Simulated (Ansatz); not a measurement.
**Two structures, one formula**

The two ends of one reaction step of SiNH₅Cl₂O, closed shell (PBE0-D4/def2-TZVP).

A:

Si1  (-0.768, -0.169, -0.097)
N2  (1.260, -0.141, 0.115)
Cl3  (-0.379, -1.086, -1.954)
Cl4  (-0.743, -1.453, 1.575)
H5  (-2.251, -0.179, -0.251)
H6  (1.497, 0.265, 1.015)
O7  (-0.546, 1.467, 0.096)
H8  (1.644, -1.077, 0.061)
H9  (1.666, 0.430, -0.620)
H10  (-1.378, 1.943, 0.060)
(Å)

B:

```json
{"atom": "Si1", "x (Å)": "-0.4775", "y (Å)": "-0.9179", "z (Å)": "-0.6359"}
{"atom": "N2", "x (Å)": "1.0248", "y (Å)": "-0.1836", "z (Å)": "-0.2856"}
{"atom": "Cl3", "x (Å)": "-0.3389", "y (Å)": "-2.6387", "z (Å)": "-1.7396"}
{"atom": "Cl4", "x (Å)": "-1.3235", "y (Å)": "-1.4129", "z (Å)": "1.1546"}
{"atom": "H5", "x (Å)": "-1.3249", "y (Å)": "0.0250", "z (Å)": "-1.3789"}
{"atom": "H6", "x (Å)": "0.2787", "y (Å)": "1.4617", "z (Å)": "0.7648"}
{"atom": "O7", "x (Å)": "-0.2573", "y (Å)": "2.2083", "z (Å)": "1.0668"}
{"atom": "H8", "x (Å)": "1.6814", "y (Å)": "-0.6823", "z (Å)": "0.2980"}
{"atom": "H9", "x (Å)": "1.5073", "y (Å)": "0.2774", "z (Å)": "-1.0449"}
{"atom": "H10", "x (Å)": "-0.7700", "y (Å)": "1.8628", "z (Å)": "1.8005"}
```

Computed with Ansatz 0.2.0 (basis: def2-TZVPP); correlated methods freeze the cores. B3LYP uses VWN-RPA correlation.

**Question.** Which structure is lower at CCSD(T), and by how much? (An estimate is asked for; the value comes from the calculation.)

**Answer.** By the calculation: A, by 0.480 eV (electronic energy, against the other). By their contacts, A is SiNH₅Cl₂O ([NH3][SiH]([OH])([Cl])[Cl]) and B is a complex of SiNH₃Cl₂ ([NH2][SiH]([Cl])[Cl]) + H₂O.

All methods give the same order:

```csv
method,E(B) − E(A) (eV)
SPW92,0.711
PBE-D4,0.477
BLYP-D4,0.386
r2SCAN-D4,0.546
B97M-V,0.545
PBE0-D4,0.496
B3LYP-D4,0.410
r2SCAN0-D4,0.544
BHLYP-D4,0.437
CAM-B3LYP-D4,0.451
wB97X-V,0.492
wB97M-V,0.510
B2PLYP,0.422
PBE-QIDH,0.526
RPA on PBE,0.456
HF,0.255
MP2,0.508
CCSD,0.452
CCSD(T),0.480
```

T1 diagnostic: at most 0.010.

Labels in which every atom is bracketed show which atoms are joined, not bond orders.

For scale, one of the runs: CCSD(T)/def2-TZVPP, 258 basis functions, launched by `ansatz run in.yaml --threads 8 --pin off --events-out ev --progress --plain --max-ram 19148MiB`. Time: 85 s of wall clock on 8 CPU threads of a Oxide Virtual Turin-like; the host was shared. Peak host memory: 5.7 GiB.
